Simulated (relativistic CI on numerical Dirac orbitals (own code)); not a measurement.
Calculated at this level of theory: Dirac-Coulomb-Breit CI, KLI orbitals optimised for each configuration, a model potential for QED, unscaled Slater integrals (own radial code, finite nucleus).

The strongest absorption lines from the ground level of an ion, among the configurations computed and to levels below about 220 eV (vacuum wavelength in Å, gf): 63.104 (0.44), 67.317 (0.9), 121.13 (0.31), 124.74 (2.1), 125.63 (7.3), 126.31 (5.2), 130.92 (2.6), 133.91 (0.44).

(1) Which ion is it?
A. Cs XXI
B. I XIX
C. Sb XIX
D. Sb XVII

## Answers

(1) D. Sb XVII has 35 electrons and the ground level 4s2 4p5 2P°_3/2; the strongest line goes to 4s2 4p4 4d 2D_5/2. The pattern of lines fixes the number of electrons, and along that sequence the line energies rise steadily with the charge (about as its square where n changes within one kind of shell, about linearly where n is kept but much faster in heavy ions where fine structure, which grows about as Z⁴, sets the gap, and irregularly where shells cross), which fixes Z. Configurations outside the model, such as inner-shell arrays, can give stronger lines. At this charge energies of transitions that change n are usually good to better than 1 %, and those within a shell (Δn = 0) to a few per cent.

LS names give the leading component of a level, which can be under half, so a name can repeat, a term be missing and a line seem to break the LS rules.
